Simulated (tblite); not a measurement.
Compound: C6H11NSSi.
Z-matrix (Å and degrees, GFN2-xTB geometry), rows numbered from 1:
```
Si
C   1  1.8999
C   2  1.3033  1  114.78
S   3  1.5710  2  172.31  1   -24.43
N   2  1.3899  1  119.52  3  -175.43
C   5  1.4479  2  120.20  1   -37.98
C   6  1.5240  5  102.45  2  -172.56
C   7  1.5291  6  102.21  5    40.12
C   5  1.4567  2  117.42  1  -176.30
H   1  1.4576  2  108.35  3     2.16
H   1  1.4648  2  107.88  3   123.20
H   1  1.4678  2  108.81  3  -117.90
H   6  1.1020  5  112.20  2   -54.17
H   6  1.0922  5  110.28  2    66.94
H   7  1.0901  6  109.72  5   -76.80
H   7  1.0880  6  112.64  5   161.52
H   8  1.0906  7  109.88  6    83.30
H   8  1.0878  7  112.56  6  -155.80
H   9  1.0959  5  108.60  2   -87.78
H   9  1.0985  5  111.32  2    30.57
```

All values are computed: GFN2-xTB (tblite) harmonic vibrations without scaling, gas phase. This tight-binding method is rough: wavenumbers can miss measured ones by several per cent, in bad cases by 10 to 20. Modes of hydrogen on silicon can be 10 to 20 % off. One conformer, not necessarily the lowest.

Harmonic wavenumbers (cm⁻¹): 44.1, 55.5, 81.2, 125.1, 144.1, 149.2, 210.4, 245.5, 309.1, 350.3, 402.9, 445.4, 536.1, 542.1, 583.7, 695.7, 764.9, 785.7, 788.1, 846.5, 872.3, 921.5, 948.5, 980.9, 987.1, 1029.9, 1099.9, 1109.7, 1143.7, 1161.8, 1192.8, 1206.7, 1227.3, 1281.1, 1291.3, 1312.9, 1322.9, 1331.1, 1475.0, 1485.1, 1492.6, 1506.8, 1844.0, 2223.3, 2249.7, 2318.4, 2832.3, 2875.8, 2929.0, 2964.2, 2988.3, 3004.2, 3021.0, 3024.8.

A = 1653, B = 772.9, C = 541.8 MHz; mass 157.038 u (most abundant isotopes); point group C1, symmetry number 1.

Question: Zero-point energy?

Answer: Half the sum of the wavenumbers: 33381 cm⁻¹ = 95.44 kcal/mol.

Question: Give the ideal-gas entropy at 400 K and 1 bar in the rigid-rotor, harmonic-oscillator model (classical rotation).

Answer: Translation 42.55, rotation 31.39, vibration 45.42: S = 119.4 cal/(mol K).

Question: And Cp and H(400 K) − H(0)?

Answer: Cp = 52.09 cal/(mol K), of which vibrations give 44.14 (their classical limit is 54 R = 107.3); H(400 K) − H(0) = 12.34 kcal/mol without the zero-point energy, 9.16 from vibrations.

Question: Blend soft modes into free rotors: weight 1/[1 + (100 cm⁻¹/ν̃)⁴] for the oscillator and the rest for a rotor with moment μB/(μ + B), μ = h/(8π²ν), B = 10⁻⁴⁴ kg m². What vibrational entropy results?

Answer: 41.32 cal/(mol K) in place of 45.42, which changes −T·S at 400 K by +1.64 kcal/mol.

Question: How do the functions run with temperature in this model?

Answer: 
```json
{"T (K)": "100", "S (cal/(mol K))": "73.8", "Cp (cal/(mol K))": "20.9", "H − H(0) (kcal/mol)": "1.43", "G − H(0) (kcal/mol)": "-5.95", "ln q(vib)": "2.27"}
{"T (K)": "200", "S (cal/(mol K))": "91.4", "Cp (cal/(mol K))": "30.9", "H − H(0) (kcal/mol)": "4.03", "G − H(0) (kcal/mol)": "-14.25", "ln q(vib)": "5.43"}
{"T (K)": "300", "S (cal/(mol K))": "105.9", "Cp (cal/(mol K))": "41.6", "H − H(0) (kcal/mol)": "7.65", "G − H(0) (kcal/mol)": "-24.13", "ln q(vib)": "8.42"}
{"T (K)": "500", "S (cal/(mol K))": "132.0", "Cp (cal/(mol K))": "61.2", "H − H(0) (kcal/mol)": "18.02", "G − H(0) (kcal/mol)": "-47.98", "ln q(vib)": "14.19"}
{"T (K)": "800", "S (cal/(mol K))": "165.3", "Cp (cal/(mol K))": "80.2", "H − H(0) (kcal/mol)": "39.49", "G − H(0) (kcal/mol)": "-92.74", "ln q(vib)": "22.35"}
{"T (K)": "1000", "S (cal/(mol K))": "184.1", "Cp (cal/(mol K))": "88.4", "H − H(0) (kcal/mol)": "56.40", "G − H(0) (kcal/mol)": "-127.72", "ln q(vib)": "27.39"}
```

q(vib) and H(0) count from the zero-point level.

Question: What must be added to the electronic energy to get the Gibbs energy at 400 K and 1 bar?

Answer: ZPE + [H(400 K) − H(0)] − T·S = 95.44 + 12.34 − 47.75 = 60.03 kcal/mol.

Hindered rotation and anharmonicity are outside this model. Other conformers, if any are populated, would add a mixing term that is left out. The structure is chiral; the term R ln 2 for an equal mix with its mirror image is left out.
